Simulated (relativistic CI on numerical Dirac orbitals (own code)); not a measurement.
Nb IX: q coefficients and field-shift factors

Computed by Dirac-Coulomb-Breit CI, separate exchange-only KLI orbitals for each configuration, derivatives by finite differences, unscaled Slater integrals, QED left out (own radial code, finite nucleus).

CI space (outside the closed core [Ar] 3d10): 4s2 4p3, 4s 4p4, 4p5, 4s2 4p2 4d, 4s 4p3 4d, 4s2 4p2 4f, 4s2 4p 4d2, 4s2 4d3, 4s 4p 4d3, 4s2 4d2 4f. Double excitations out of closed p, d and f shells are left out; levels of such configurations are missing from the list, as are those of other unlisted configurations, and high levels can miss mixing partners.

With x = (α/α₀)² − 1 an excitation energy changes as ω = ω₀ + qx; K = 2q/ω₀ is the relative enhancement. Terms are leading LS components, so labels can repeat. The field-shift factor is F = δν/δ⟨r²⟩ for the transition from the lowest level.

Lowest level 4s2 4p3 4S°_3/2.

```
            Level  ω₀ (cm⁻¹)  q (cm⁻¹)        K  F (GHz/fm²)
  4s2 4p3 2D°_3/2      26905     874.4    0.065     -0.00629
  4s2 4p3 2D°_5/2      33960      9570    0.564      -0.0663
  4s2 4p3 2P°_1/2      53413      9978    0.374       -0.404
  4s2 4p3 2P°_3/2      64705     28020    0.866       -0.631
    4s 4p4 4P_5/2     214575     20620    0.192        -23.1
    4s 4p4 4P_3/2     226755     33870    0.299        -23.2
    4s 4p4 4P_1/2     231164     36180    0.313        -23.2
    4s 4p4 2D_3/2     268611     27130    0.202        -20.4
    4s 4p4 2D_5/2     272154     33570    0.247        -20.8
    4s 4p4 2S_1/2     308067     26840    0.174        -19.6
    4s 4p4 2P_3/2     311693     24640    0.158        -13.6
    4s 4p4 2P_1/2     329983     44390    0.269        -15.1
4s2 4p2 4d 4F_3/2     338598     344.6  0.00204         1.25
```

At this charge configurations can still be misplaced by up to about 7 % of their energy.
